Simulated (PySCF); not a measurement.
# `CSCP=C=C(C)C`: 4 charge schemes on one density

Species: C6H11PS.
Cartesian coordinates in Å at the PBE0-D3(BJ)/def2-SVP level; atoms count from 1:
```xyz
19
C6H11PS angstrom
C      2.656    0.603   -0.074
S      3.251   -0.902    0.719
C      1.711   -1.518    1.443
P      0.524   -2.169    0.138
C     -0.541   -0.929    0.009
C     -1.464   -0.003   -0.174
C     -1.293    1.105   -1.177
C     -2.745   -0.007    0.615
H      2.267    1.320    0.665
H      3.518    1.051   -0.588
H      1.874    0.378   -0.814
H      2.011   -2.367    2.078
H      1.239   -0.757    2.084
H     -2.088    1.055   -1.939
H     -0.322    1.052   -1.686
H     -1.381    2.088   -0.684
H     -3.611   -0.069   -0.066
H     -2.850    0.931    1.184
H     -2.789   -0.851    1.316
```

Density: PBE0/pcSseg-1 (PySCF); schemes: Mulliken, IAO, Hirshfeld and ESP-fitted. Isolated species at its PBE0-D3(BJ)/def2-SVP geometry (one conformer only).

Task: Atoms with like bonding are taken together and averaged. Which atoms carry the highest charge in the Mulliken, IAO, Hirshfeld and ESP-fitted schemes?

Result: The schemes don't all agree: Mulliken P4 (+0.341); IAO P4 (+0.347); Hirshfeld P4 (+0.070); ESP-fitted C6 (+0.366).

Task: Do the Mulliken, IAO, Hirshfeld and ESP-fitted schemes agree on where the charge is lowest?

Result: The schemes don't all agree: Mulliken C3 (-0.533); IAO C3 (-0.525); Hirshfeld C1 and C3 (-0.126); ESP-fitted C7/C8 (-0.545).

Task: What partial charge does each atom carry?

Result: In e; atoms taken as equivalent share a row and are averaged (×n: the atom named and its like, n in all):

```csv
atom,environment,Mulliken,IAO,Hirshfeld,ESP-fitted
C1,S-methyl carbon,-0.409,-0.501,-0.126,-0.384
S2,sulfide sulfur,-0.027,+0.111,-0.011,-0.213
C3,sp3 carbon bound to sulfur,-0.533,-0.525,-0.126,+0.030
P4,phosphorus bonded to 2 C,+0.341,+0.347,+0.070,-0.135
C5,central carbon of cumulated double bonds,-0.212,-0.310,-0.092,-0.162
C6,outer carbon of cumulated double bonds,-0.389,+0.013,+0.012,+0.366
C7/C8,methyl carbon,-0.189,-0.408,-0.108,-0.545
H9/H10/H11,methyl hydrogen,+0.156,+0.153,+0.041,+0.163
H12/H13,methylene hydrogen,+0.182,+0.161,+0.041,+0.088
H14 (×6),methyl hydrogen,+0.129,+0.150,+0.047,+0.154
```

Mean size of the charges over all atoms: IAO 0.226 e, ESP-fitted 0.209 e, Mulliken 0.205 e, Hirshfeld 0.060 e. Each set sums to the total charge, 0, to within 0.001 e. The Mulliken scheme gives each basis function's population to the atom it is centred on and halves the overlap population of two atoms between them.

Some averages cover members that differ in this geometry: H12/H13, ESP-fitted +0.048 to +0.129; H9/H10/H11, ESP-fitted +0.131 to +0.192; C7/C8, ESP-fitted -0.568 to -0.522; H14 (×6), ESP-fitted +0.130 to +0.167 e.

Task: How closely do the schemes follow one another over all atoms?

Result: Correlation coefficient and root-mean-square difference: IAO with Hirshfeld 0.98, 0.199 e; Mulliken with IAO 0.88, 0.125 e; Mulliken with Hirshfeld 0.86, 0.182 e; Hirshfeld with ESP-fitted 0.74, 0.207 e; IAO with ESP-fitted 0.66, 0.213 e; Mulliken with ESP-fitted 0.37, 0.275 e.

Task: Sum the charges by element, for elements with more than one atom.

Result: 
| element | atoms | Mulliken | IAO | Hirshfeld | ESP-fitted |
| --- | --- | --- | --- | --- | --- |
| C | 6 | -1.920 | -2.138 | -0.547 | -1.241 |
| H | 11 | +1.607 | +1.680 | +0.487 | +1.589 |

The run behind these numbers computed NMR shieldings as well. Hardware: one thread of an Arm Neoverse N1, no GPU, shared host with 64 logical CPUs at a one-minute load of 61. Cost: 88 s of wall time (grids of density and orbitals included), 0.96 GiB resident at most.
